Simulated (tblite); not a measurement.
A structure optimised at GFN2-xTB (Å):
```
atom  x, y, z in Å
Si1   -4.8447    0.6290    0.0702
Si2   -3.0941   -0.8464    0.4043
Si3   -1.0087    0.1158    0.1235
S4     0.3004   -1.3675   -0.7190
C5     1.7306   -0.3690   -1.2894
C6     2.4223    0.3557   -0.1736
C7     3.9222    0.4186   -0.1424
C8     3.1876   -0.4285    0.8493
H9    -4.5823    1.9118    0.7304
H10   -5.0759    0.9306   -1.3439
H11   -6.1197    0.1471    0.6012
H12   -3.1612   -1.3856    1.7727
H13   -3.2398   -2.0331   -0.4504
H14   -0.9507    1.2312   -0.8282
H15   -0.3657    0.6069    1.3449
H16    2.3943   -1.0956   -1.7569
H17    1.3628    0.3218   -2.0490
H18    1.8853    1.2300    0.1764
H19    4.4673   -0.0761   -0.9320
H20    4.3877    1.3301    0.2010
H21    3.2222   -1.5009    0.7298
H22    3.1497   -0.1065    1.8788
```

Charge 0, singlet.

Read off the bonds between heavy atoms and their formal orders.

Si1–Si2 2.31 Å (single); Si2–Si3 2.31 Å (single); Si3–S4 2.15 Å (single); S4–C5 1.84 Å (single); C5–C6 1.50 Å (single); C6–C7 1.50 Å (single); C7–C8 1.50 Å (single); C6–C8 1.50 Å (single). Bonds to hydrogen (Å): Si1–H9 1.47; Si1–H10 1.46; Si1–H11 1.46; Si2–H12 1.47; Si2–H13 1.47; Si3–H14 1.47; Si3–H15 1.47; C5–H16 1.09; C5–H17 1.09; C6–H18 1.08; C7–H19 1.08; C7–H20 1.08; C8–H21 1.08; C8–H22 1.08.

Which species is it?

`[SiH3][SiH2][SiH2]SCC1CC1`, C4H14SSi3. Among its features: Si–H bond and cyclopropane ring.

What is the point group of this geometry?

C1 (no symmetry element, even within 0.4 Å).

Which rings does it hold (smallest set)?

C6–C7–C8 (3 members).

Describe the place of each heavy atom.

Si1: SiH3 silicon; Si2: SiH2 silicon; Si3: SiH2 silicon; S4: sulfur bonded to C and Si; C5: sp3 carbon bound to sulfur; C6: three-membered-ring carbon; C7/C8: three-membered-ring carbon.

What is the arrangement about S4?

It has 2 neighbours (Si3, C5) and is bent (angle 102.8°).

What is the arrangement about Si1?

It has 4 neighbours (Si2, H9, H10, H11) and is distorted tetrahedral (angles from 106.3° to 113.4°).

All values are computed, not measured.
